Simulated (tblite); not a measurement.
Species: C4H14NPSi2.
Z-matrix (Å and degrees, GFN2-xTB geometry), rows numbered from 1:
```
C 
C   1  1.5329
N   2  1.4499  1  116.24
C   3  1.4524  2  114.76  1   -65.90
Si  4  1.9168  3  106.59  2  -164.57
Si  5  2.3208  4   90.95  3   -29.78
P   6  2.2544  5  117.84  4  -111.45
C   3  1.4490  2  114.90  1    66.19
H   1  1.0870  2  109.63  3  -179.88
H   1  1.0877  2  110.74  3   -60.24
H   1  1.0877  2  110.69  3    60.51
H   2  1.0951  1  109.14  3  -121.28
H   2  1.0951  1  109.15  3   121.35
H   4  1.1026  3  112.16  2    73.85
H   4  1.0906  3  108.16  2   -43.98
H   5  1.4680  4  110.30  3  -152.94
H   5  1.4651  4  109.83  3    88.91
H   6  1.4773  5  117.14  4   112.32
H   7  1.3820  6   93.96  5   -77.32
H   7  1.3828  6   95.16  5  -169.89
H   8  1.0909  3  108.31  2    44.30
H   8  1.1041  3  112.47  2   -73.94
```

Computed values, GFN2-xTB/tblite, gas phase, harmonic and unscaled. This tight-binding method is rough: wavenumbers can miss measured ones by several per cent, in bad cases by 10 to 20. Modes of hydrogen on phosphorus and silicon can be 10 to 20 % off. One conformer, not necessarily the lowest.

Harmonic wavenumbers (cm⁻¹): 48.4, 73.4, 77.9, 88.4, 106.8, 153.3, 204.1, 240.4, 275.0, 355.9, 372.1, 382.3, 417.5, 487.2, 510.6, 529.4, 542.1, 595.2, 621.8, 672.4, 683.2, 743.4, 746.6, 788.5, 794.5, 820.5, 821.7, 849.7, 981.1, 1065.1, 1078.3, 1122.6, 1130.9, 1153.1, 1194.6, 1243.8, 1259.5, 1289.2, 1316.3, 1336.3, 1398.0, 1471.8, 1478.5, 1485.6, 1502.6, 1503.8, 2102.0, 2205.4, 2228.9, 2303.3, 2391.1, 2788.9, 2806.3, 2932.8, 2945.0, 2971.8, 2978.8, 3033.3, 3034.4, 3041.3.

A = 1804, B = 690.9, C = 561.2 MHz; mass 163.040 u (most abundant isotopes); point group C1, symmetry number 1.

Question: Zero-point energy?

Answer: Half the sum of the wavenumbers: 36888 cm⁻¹ = 105.47 kcal/mol.

Question: Give the ideal-gas entropy at 400 K and 1 bar in the rigid-rotor, harmonic-oscillator model (classical rotation).

Answer: Translation 42.66, rotation 31.38, vibration 51.61: S = 125.7 cal/(mol K).

Question: And Cp and H(400 K) − H(0)?

Answer: Cp = 59.07 cal/(mol K), of which vibrations give 51.12 (their classical limit is 60 R = 119.2); H(400 K) − H(0) = 13.82 kcal/mol without the zero-point energy, 10.64 from vibrations.

Question: Blend soft modes into free rotors: weight 1/[1 + (100 cm⁻¹/ν̃)⁴] for the oscillator and the rest for a rotor with moment μB/(μ + B), μ = h/(8π²ν), B = 10⁻⁴⁴ kg m². What vibrational entropy results?

Answer: 47.30 cal/(mol K) in place of 51.61, which changes −T·S at 400 K by +1.72 kcal/mol.

Question: How do the functions run with temperature in this model?

Answer: 
| T (K) | S (cal/(mol K)) | Cp (cal/(mol K)) | H − H(0) (kcal/mol) | G − H(0) (kcal/mol) | ln q(vib) |
| --- | --- | --- | --- | --- | --- |
| 50 | 61.8 | 15.3 | 0.54 | -2.55 | 0.67 |
| 100 | 74.5 | 22.0 | 1.48 | -5.97 | 2.33 |
| 298.15 | 110.0 | 47.5 | 8.38 | -24.43 | 9.14 |
| 373.15 | 121.6 | 56.2 | 12.28 | -33.12 | 11.68 |
| 500 | 139.9 | 68.5 | 20.22 | -49.72 | 15.89 |
| 750 | 171.2 | 85.9 | 39.68 | -88.73 | 23.76 |
| 1000 | 197.6 | 97.3 | 62.68 | -134.92 | 30.97 |

q(vib) and H(0) count from the zero-point level.

Question: Which modes carry the vibrational entropy at 400 K?

Answer: 48.4 cm⁻¹: 5.46; 73.4 cm⁻¹: 4.64; 77.9 cm⁻¹: 4.52; 88.4 cm⁻¹: 4.27; 106.8 cm⁻¹: 3.90; 153.3 cm⁻¹: 3.20 cal/(mol K); the other 54 give 25.62 together.

Hindered rotation and anharmonicity are outside this model. Other conformers, if any are populated, would add a mixing term that is left out. The structure is chiral; the term R ln 2 for an equal mix with its mirror image is left out.

The run took 2.2 s wall on one thread, Arm Neoverse N1 (aarch64), no GPU, shared host with 64 logical CPUs at a one-minute load of 58. The figure is for the frequency step alone.
